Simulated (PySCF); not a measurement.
Geometries of 2 isomers of C5H5F5, from PBE0-D3(BJ)/def2-SVP geometry optimisation, gas phase in PySCF. One conformer each, no zero-point energy, no frequencies.

**Question.** Which is lower in electronic energy at this level?
A.
```xyz
15
angstrom
C      2.272   -0.018    0.364
C      0.830   -0.348    0.708
C     -0.133    0.155   -0.342
F      0.025    1.497   -0.513
F      0.168   -0.400   -1.550
C     -1.575   -0.132   -0.008
F     -1.810   -0.829    1.104
C     -2.606    0.261   -0.756
F     -2.471    0.944   -1.857
F     -3.853    0.011   -0.472
H      2.418    1.068    0.284
H      2.949   -0.401    1.140
H      2.559   -0.471   -0.596
H      0.679   -1.434    0.803
H      0.536    0.096    1.672
```
B.
```xyz
15
angstrom
F     -2.276   -1.243    0.336
C     -1.963   -0.126   -0.318
F     -1.688   -0.441   -1.579
F     -3.013    0.681   -0.302
C     -0.744    0.543    0.344
F     -0.469    1.653   -0.375
F     -1.136    0.937    1.574
C      0.450   -0.353    0.436
C      1.383   -0.472   -0.732
C      1.816    0.261    0.498
H      0.255   -1.245    1.036
H      1.152    0.124   -1.618
H      1.803   -1.459   -0.939
H      1.880    1.350    0.443
H      2.541   -0.209    1.166
```

**Answer.** B. That is `FC(F)(F)C(F)(F)C1CC1`, 20.7 kcal/mol below the other.

```
              SMILES                                             atoms numbered as above      E (Eh)  relative (kcal/mol)  relative (kJ/mol)  dipole (D)
FC(F)(F)C(F)(F)C1CC1  [F:1][C:2]([F:3])([F:4])[C:5]([F:6])([F:7])[CH:8]1[CH2:9][CH2:10]1  -691.53806                  0.0                0.0        2.36
 CCC(F)(F)C(F)=C(F)F    [CH3:1][CH2:2][C:3]([F:4])([F:5])[C:6]([F:7])=[C:8]([F:9])[F:10]  -691.50502                 20.7               86.8        1.50
```

As drawn, the lower has a three-membered ring, which the higher lacks; the higher has a C=C bond outside aromatic rings, which the lower lacks.
